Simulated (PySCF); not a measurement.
GeOCl2, SMILES [O]=[Ge]([Cl])[Cl]. Atoms are numbered in the order given.

```xyz
4

Ge     0.0000     0.0000     0.4069
O      0.0000     0.0000     2.0299
Cl     0.0000     1.7008    -0.8606
Cl     0.0000    -1.7008    -0.8606
```
Charge 0, spin multiplicity 1.

The structure is a stationary point at PBE0-D3(BJ)/def2-SVP.

These are PBE/def2-TZVPD (PySCF) values and carry that method's errors.

Symmetry labels are those of the subgroup C2v that the program uses (full group C2v).

Computed valence orbital energies around the gap with their symmetry:
```
orbital  symmetry  energy (eV)
-------  --------  -----------
HOMO−7         B2       -11.00
HOMO−6         A1        -9.99
HOMO−5         B1        -9.76
HOMO−4         A2        -8.99
HOMO−3         A1        -8.93
HOMO−2         B2        -8.68
HOMO−1         B1        -7.86
HOMO           B2        -7.35
LUMO           A1        -3.87
LUMO+1         B1        -3.07
LUMO+2         A1        -0.28
LUMO+3         B2        -0.10
```
